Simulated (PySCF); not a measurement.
How the method moves the HOMO and LUMO of `C/C(F)=C\O[SiH3]`

Compound: C3H7FOSi.
Cartesian coordinates in Å at the PBE0-D3(BJ)/def2-SVP level; atoms count from 1:
```xyz
13
C3H7FOSi angstrom
C      2.1877   -0.0202    0.1048
C      1.1101   -0.9152   -0.3719
F      1.5206   -2.1418   -0.7300
C     -0.1912   -0.6335   -0.4869
O     -0.6864    0.5950   -0.1863
Si    -2.2685    0.8926    0.2803
H      1.7723    0.9610    0.3647
H      2.9560    0.1098   -0.6746
H      2.6859   -0.4477    0.9902
H     -0.8823   -1.3968   -0.8648
H     -2.5340    0.3580    1.6496
H     -3.2063    0.2397   -0.6835
H     -2.4235    2.3695    0.2553
```

Basis pcSseg-1 throughout (PySCF), one geometry. Isolated species at its PBE0-D3(BJ)/def2-SVP geometry (one conformer only).

Problem. How do the orbital energies, the gap and the dipole change with the method?

Solution. 
| method | kind | HOMO (eV) | LUMO (eV) | gap (eV) | μ (D) | SCF cycles |
| --- | --- | --- | --- | --- | --- | --- |
| BLYP | GGA | -5.06 | -0.58 | 4.47 | 1.34 | 15 |
| OPBE | GGA | -5.14 | -0.54 | 4.60 | 1.34 | 16 |
| B97-D | GGA | -5.18 | -0.56 | 4.63 | 1.38 | 15 |
| PBE | GGA | -5.19 | -0.75 | 4.44 | 1.34 | 15 |
| KT2 | GGA | -5.23 | -0.90 | 4.33 | 1.41 | 16 |
| KT3 | GGA | -5.24 | -0.76 | 4.48 | 1.39 | 16 |
| BP86 | GGA | -5.30 | -0.78 | 4.52 | 1.35 | 15 |
| LDA | LDA | -5.36 | -1.03 | 4.33 | 1.42 | 15 |
| B3LYP | global hybrid | -6.22 | -0.06 | 6.16 | 1.47 | 14 |
| PBE0 | global hybrid | -6.43 | 0.13 | 6.56 | 1.49 | 14 |
| HF | Hartree–Fock | -9.18 | 3.39 | 12.57 | 1.68 | 10 |

The HOMO spans 4.13 eV, from BLYP down to HF, and the gap runs from 4.33 eV (LDA) to 12.57 eV (HF). Over the methods BLYP (0 %), OPBE (0 %), B97-D (0 %), PBE (0 %), KT2 (0 %), KT3 (0 %), BP86 (0 %), LDA (0 %), B3LYP (20 %), PBE0 (25 %), HF (100 %), a straight line through the gap against the share of exact exchange rises by 0.81 eV for each 10 % (correlation coefficient 0.999). The dipole ranges from 1.34 D (OPBE) to 1.68 D (HF). This basis has no diffuse functions.

The vertical ΔSCF ionisation energy at CAM-B3LYP/def2-SVPD is 8.70 eV; −ε(HOMO) comes closest to it with HF (9.18 eV).
